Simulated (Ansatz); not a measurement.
The cluster Cr₃P₃. Charge 0, multiplicity 2. Geometry PBE0-D4/def2-SVP.

```xyz
6

Cr    1.124   -1.019    0.339
Cr   -1.399   -0.537    0.892
Cr   -0.015    1.487   -0.116
P     0.984    0.199   -1.817
P    -0.901   -0.698   -1.331
P     0.206    0.568    2.033
```

At PBE-D4/def2-TZVP, r2SCAN-D4/def2-TZVP, r2SCAN-D4/def2-TZVPD, PBE0-D4/def2-SVP and others the charge 0 doublet is spin-contaminated (final ⟨S²⟩ up to 7.50, 0.75 for a pure state). At r2SCAN-D4/def2-TZVP, r2SCAN-D4/def2-TZVPD an occupied level lies above an empty one. At PBE0-D4/def2-TZVP a quartet of charge 0 lies 1.12 eV below the doublet, each at its own geometry. The structure comes from a short search, and lower isomers may exist.

**Question.** Estimate the α-spin orbital energies around the gap (eV) in Ansatz with PBE-D4/def2-TZVP, r2SCAN-D4/def2-TZVP, r2SCAN-D4/def2-TZVPD, PBE0-D4/def2-SVP, PBE0-D4/def2-TZVP.

**Answer.** 
| orbital | PBE-D4/def2-TZVP | r2SCAN-D4/def2-TZVP | r2SCAN-D4/def2-TZVPD | PBE0-D4/def2-SVP | PBE0-D4/def2-TZVP |
| --- | --- | --- | --- | --- | --- |
| HOMO−13 | -7.74 | -8.00 | -8.02 | -8.83 | -9.03 |
| HOMO−12 | -7.38 | -7.72 | -7.73 | -8.39 | -8.60 |
| HOMO−11 | -7.22 | -7.38 | -7.40 | -8.17 | -8.35 |
| HOMO−10 | -6.55 | -6.92 | -6.94 | -7.77 | -7.96 |
| HOMO−9 | -6.25 | -6.67 | -6.68 | -7.72 | -7.90 |
| HOMO−8 | -6.09 | -6.54 | -6.56 | -7.26 | -7.43 |
| HOMO−7 | -5.68 | -5.98 | -5.99 | -7.01 | -7.18 |
| HOMO−6 | -5.38 | -5.92 | -5.94 | -6.83 | -7.01 |
| HOMO−5 | -5.16 | -5.72 | -5.73 | -6.73 | -6.90 |
| HOMO−4 | -5.07 | -5.66 | -5.67 | -6.63 | -6.80 |
| HOMO−3 | -4.97 | -5.49 | -5.51 | -6.54 | -6.71 |
| HOMO−2 | -4.71 | -5.39 | -5.40 | -6.29 | -6.47 |
| HOMO−1 | -4.46 | -4.94 | -4.95 | -5.79 | -5.98 |
| HOMO | -4.35 | -4.77 | -4.78 | -5.33 | -5.55 |
| LUMO | -3.70 | -4.31 | -4.33 | -3.43 | -3.64 |
| LUMO+1 | -3.40 | -3.57 | -3.58 | -2.63 | -2.84 |
| LUMO+2 | -3.12 | -3.12 | -3.14 | -2.11 | -2.44 |
| LUMO+3 | -2.90 | -2.92 | -2.94 | -1.95 | -2.28 |
| LUMO+4 | -2.82 | -2.76 | -2.78 | -1.80 | -2.07 |
| LUMO+5 | -2.07 | -1.34 | -1.36 | -0.37 | -0.72 |
| β HOMO | -4.03 | -3.74 | -3.76 | -4.37 | -4.59 |
| β LUMO | -3.46 | -2.54 | -2.56 | -1.52 | -1.79 |
